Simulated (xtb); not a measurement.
CH6ClFSi2, SMILES [SiH2](C[SiH2]Cl)F. All values are semi-empirical tight-binding results from xtb (GFN2-xTB unless named), good for trends rather than for accurate numbers. Geometry: GFN2-xTB. This is a generated structure with no PubChem entry under its InChIKey; it may be hypothetical. One conformer was computed; it need not be the lowest.

Optimised geometry:

```xyz
11

Si     1.6172     0.5060     0.2603
F      3.0737    -0.1364     0.5309
C      0.5236    -0.8807    -0.4307
Si    -1.2259    -0.3682    -0.9544
Cl    -2.2151     0.3453     0.6515
H      1.1836     0.9848     1.5622
H      1.8604     1.5536    -0.7211
H      1.0242    -1.3245    -1.2919
H      0.4544    -1.6743     0.3158
H     -1.1803     0.6939    -1.9571
H     -1.9693    -1.5215    -1.4612
```

Task: Estimate the properties. (Estimate from the structure and the level; the computed values follow.)

Result: 
| Property | Result |
|---|---|
| orbital gap | 5.76 eV |
| dipole moment | 1.81 D |
| zero-point energy | 39.9 kcal/mol |
| G − E(el) at 298.15 K (modified RRHO) | 18.7 kcal/mol |
| static polarisability (D4 model) | 84.7 bohr³ |
| solvation energy, GFN2-xTB/ALPB(water) | -0.3 kcal/mol |
| solvation energy, GFN2-xTB/ALPB(toluene) | -2.3 kcal/mol |

Task: Give the atomic charges and the Wiberg bond orders between heavy atoms. (An estimate is asked for; the answer gives what the named calculation found.)

Result: charges (e) Si1 0.54, F2 -0.28, C3 -0.26, Si4 0.49, Cl5 -0.26, H6 -0.07, H7 -0.08, H8 0.03, H9 0.04, H10 -0.08, H11 -0.07. Bond orders Si1–F2 1.08, Si1–C3 0.91, C3–Si4 0.92, Si4–Cl5 1.09.
